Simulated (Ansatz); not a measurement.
Mulliken charges of Cl3GeHSe, SMILES `[Cl][Ge]([Cl])([Cl])[SeH]` from ωB97M-V/def2-TZVPP in Ansatz (PBE0-D4/def2-TZVP geometry).

| atom | x (Å) | y (Å) | z (Å) | charge (e) |
| --- | --- | --- | --- | --- |
| Cl1 | -0.854 | -1.027 | 1.775 | -0.215 |
| Ge2 | 0.214 | -0.419 | 0.034 | 0.697 |
| Cl3 | 2.203 | -1.161 | 0.159 | -0.217 |
| Cl4 | -0.757 | -1.340 | -1.625 | -0.215 |
| Se5 | 0.351 | 1.891 | -0.173 | -0.149 |
| H6 | -1.115 | 1.993 | -0.216 | 0.099 |

Question: By hand: the dipole of these point charges (1 e Å = 4.8032 D).

Answer: Σ q r = (-0.145, 0.384, -0.039) e Å, of length 0.412 e Å = 1.98 D.

Question: How does the dipole of the full density compare? (Estimate.)

Answer: Ansatz gave: (-0.107, 0.314, -0.031) e Å, 1.60 D; the point charges give 1.24 times that, at 2° from its direction.

Point charges leave out the atoms' own dipoles, such as those of lone pairs, and Mulliken's split depends on the basis, so the two needn't agree.
